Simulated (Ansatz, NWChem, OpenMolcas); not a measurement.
A ladder of methods for PbS (SMILES [S][Pb])

The species is PbS (2 atoms), meant as a singlet with charge 0. As SMILES, `[S][Pb]`. Geometry: the measured bond length.

```xyz
2

S     0.0000    0.0000    0.0000
Pb    0.0000    0.0000    2.2869
```

Each level gives the energy change with the S1–Pb2 bond stretched from 2.287 to 2.630 Å (eV). The values are calculated.

```tsv
level	kind	program	value (eV)	CPU time (all runs)
PBE/def2-TZVPP (core potential) (restricted)	GGA	NWChem	0.61	95 s
M06-L/def2-TZVPP (core potential) (restricted)	meta-GGA	NWChem	?	2.2 min
TPSS/def2-TZVPP (core potential) (restricted)	meta-GGA	NWChem	?	86 s
r2SCAN/def2-TZVPP (core potential) (restricted)	meta-GGA	Ansatz	0.74	16 s
r2SCAN0/def2-TZVPP (core potential) (restricted)	hybrid meta-GGA	Ansatz	0.90	19 s
wB97M-V/def2-TZVPP (core potential) (restricted)	range-separated hybrid	Ansatz	0.97	86 s
B2PLYP/def2-TZVPP (core potential) (restricted)	double hybrid	OpenMolcas	0.63	26 s
RPA@PBE/def2-TZVPP (core potential) (restricted)	RPA	Ansatz	0.54	14 s
```

Question: Estimate the missing values from the other rows.

Answer: As computed at these levels: M06-L/def2-TZVPP (core potential) (restricted): 0.69 eV; TPSS/def2-TZVPP (core potential) (restricted): 0.64 eV. The first shape isn't each level's own minimum. The values span 0.54 to 0.97 eV. CPU times are rough (shared hosts, several kinds of processor): they show what a rung costs within a factor of a few.
